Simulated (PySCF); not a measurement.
1,3-dithiane (C₄H₈S₂), SMILES C1CSCSC1.

Coordinates come from a PBE-D3(BJ)/def2-SVP optimisation. The values are those of a single conformer.

Vertical ionisation energy (IE) and electron affinity (EA) in eV. Rows of orbital energies are one-electron estimates. Where ΔSCF, EOM or ADC give a negative EA the extra electron is unbound and the value depends on the basis.

```
level                                         IE     EA
------------------------------------------  ----  -----
−ε(HOMO), −ε(LUMO), PBE0/def2-TZVP (PySCF)  6.27  -0.29
−ε(HOMO), −ε(LUMO), PBE/def2-TZVP (PySCF)      …      …
```

Complete the blanks. (An estimate is asked for; the answer gives what the named calculation found.)


- −ε(HOMO), −ε(LUMO), PBE/def2-TZVP (PySCF), IE: 5.08
- −ε(HOMO), −ε(LUMO), PBE/def2-TZVP (PySCF), EA: 0.69
